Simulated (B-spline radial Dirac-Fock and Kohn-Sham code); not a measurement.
# The C-like isoelectronic sequence (6 electrons), Z = 23 to 35

Level of theory: Dirac-Fock energy differences between relaxed states, corrected for Breit and QED terms; a radial finite-basis atomic code. Binding energies in eV, tabulated ground configurations ([He] 2s2 2p2 throughout). The model has no electron correlation.

```
  ion       1s      2s  outermost level  NIST ionisation energy
 V¹⁷⁺   6347.1  1313.2      1253.6 (2p)            1258.9 ± 0.6
Cr¹⁸⁺        ?       ?                ?                       ?
Mn¹⁹⁺   7587.7  1598.5      1530.6 (2p)            1537.2 ± 0.8
Fe²⁰⁺   8250.6  1751.9      1679.6 (2p)                1687 ± 1
Co²¹⁺   8942.0  1912.4      1835.4 (2p)              1844 ± 1.1
Ni²²⁺   9662.0  2080.2      1998.3 (2p)            2008.1 ± 1.3
Cu²³⁺  10410.8  2255.3      2168.2 (2p)            2179.4 ± 1.5
Zn²⁴⁺  11188.4  2437.6      2345.0 (2p)              2358 ± 1.6
Ga²⁵⁺  11995.0  2627.4      2528.9 (2p)              2543.9 ± 2
Ge²⁶⁺  12830.8  2824.5      2719.8 (2p)            2737.1 ± 2.3
As²⁷⁺  13695.9  3029.0      2917.8 (2p)                2938 ± 3
Se²⁸⁺  14590.5  3241.0      3122.9 (2p)                3146 ± 3
Br²⁹⁺  15514.6  3460.6      3335.1 (2p)                3361 ± 3
```

Task: Fill in the row of Cr¹⁸⁺.

Result: 1s 6953.3, 2s 1452.3, outermost 1388.6 (2p), NIST 1394.5 ± 0.7 eV.

NIST's values are for the lowest levels; a dash marks a value that is missing or belongs to another shell. Their kind here: semi-empirical. Where a p, d or f shell is open in either ion the computed value averages over both j values and all terms, while the table refers to the lowest levels; that difference holds spin-orbit splitting (largest in heavy or highly charged ions), term energies where several electrons share open shells, and correlation, and it can reach 10 % or more.
